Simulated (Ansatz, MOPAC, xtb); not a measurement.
A ladder of methods for SnCl2 (SMILES [Cl][Sn][Cl])

SnCl2 has 3 atoms, charge 0, and is taken as a singlet. SMILES: `[Cl][Sn][Cl]`. The shape comes from GFN2-xTB, which is rough for such elements, and wasn't checked as a minimum.

```xyz
3

Sn    0.0049   -0.0072   -1.0237
Cl    1.8126   -0.0190    0.5210
Cl   -1.8175    0.0262    0.5027
```

Quantity: the dipole moment, in D. The values are calculated.

```tsv
level	kind	program	value (D)	CPU time
PM6	semi-empirical	MOPAC	3.25	under 2 s
PM7	semi-empirical	MOPAC	2.89	under 2 s
GFN0-xTB	semi-empirical	xtb	4.10	under 2 s
GFN2-xTB	semi-empirical	xtb	5.61	under 2 s
HF/def2-SVP (core potential)	Hartree–Fock	Ansatz	3.55	2.6 s
PBE/def2-SVP (core potential)	GGA	Ansatz	2.84	5 s
B3LYP/def2-SVP (core potential)	global hybrid	Ansatz	3.06	5 s
PBE0/def2-SVP (core potential)	global hybrid	Ansatz	3.18	6.3 s
CAM-B3LYP/def2-SVP (core potential)	range-separated hybrid	Ansatz	3.21	7.2 s
wB97X/def2-SVP (core potential)	range-separated hybrid	Ansatz	3.39	17 s
```

The values span 2.84 to 5.61 D. Times are those of the runs behind each value, whatever else they computed, on shared processors of several kinds: orders of magnitude only.
